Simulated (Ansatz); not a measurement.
C4H3F7 can be A, `FCC(F)(C(F)F)C(F)(F)F`, or B, `FC(F)CC(F)(F)C(F)(F)F`.

Calculated with Ansatz (gas phase, PBE0-D4/def2-TZVP geometries, no zero-point term in ΔE). CCSD(T)/CBS adds triple-zeta CCSD(T) − MP2 to the extrapolated MP2 energy (def2 sets, frozen cores). DFT in def2-TZVPP. One conformer a species, not always the lowest.

Problem. Which isomer does CCSD(T)/CBS put lower? Give the gap. (Best estimate.)

Solution. Computed: B, by 49.5 kJ/mol.

Problem. Give E(B) − E(A) in kJ/mol with r2SCAN-D4, CCSD(T)/def2-TZVPP, PBE-D4, LDA (SPW92), CCSD/def2-TZVPP, MP2/def2-TZVPP, PBE0-D4. (Best estimate.)

Solution. Computed: r2SCAN-D4 -53.3, CCSD(T)/def2-TZVPP -48.7, PBE-D4 -51.9, LDA (SPW92) -55.5, CCSD/def2-TZVPP -49.1, MP2/def2-TZVPP -50.9, PBE0-D4 -52.9. None reverses the order clearly.

Problem. Does the order hold for the free energy at 298.15 K (harmonic terms from PBE0-D4)? (Estimate.)

Solution. Computed: Yes: G(B) − G(A) = -50.3 kJ/mol, for one conformer each. Modes under 60 cm⁻¹, often nearly free rotors, make the harmonic entropy too high.

Largest T1 diagnostic: 0.012.

Leaving LDA and LC-ωPBE aside and taking each functional with its dispersion term where it has one, the values, not all of them listed here, spread over 6.7 kJ/mol, from r2SCAN0-D4 to BLYP-D4.
